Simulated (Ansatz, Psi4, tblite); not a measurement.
Two rigid molecules brought together: H3B ··· HF (SMILES B and F). Monomers: optimised at B3LYP-D3(BJ) (def2-TZVP), held rigid. Orientation: lowest of the rigid-body minima from ten starts at GFN2-xTB. The monomers approach along the line of their centres of mass (distance R); nothing else relaxes.

GFN2-xTB (tblite); SAPT0/jun-cc-pVDZ, frozen core (Psi4); CCSD(T)/aug-cc-pVDZ = CCSD(T) on RHF/aug-cc-pVDZ, frozen core, counterpoise-corrected (Ansatz, a program for electronic structure).

Interaction energies in kcal/mol:

| R / Å | GFN2-xTB | SAPT0/jun-cc-pVDZ |
|---|---|---|
| 2.49 | -2.99 | 17.54 |
| 2.65 | -3.31 | 11.97 |
| 2.86 | -2.99 | 7.68 |
| 3.06 | -2.41 | 5.30 |
| 3.33 | -1.65 | 3.41 |
| 3.67 | -0.96 | 2.11 |
| 4.12 | -0.46 | 1.22 |
| 4.81 | -0.16 | 0.61 |
| 5.83 | -0.04 | 0.26 |
| 7.18 | -0.01 | 0.11 |

**Question.** What does CCSD(T)/aug-cc-pVDZ give at the same points?

**Answer.** 2.49: 16.08; 2.65: 10.77; 2.86: 6.74; 3.06: 4.56; 3.33: 2.87; 3.67: 1.75; 4.12: 1.01; 4.81: 0.51; 5.83: 0.22; 7.18: 0.09 (kcal/mol).
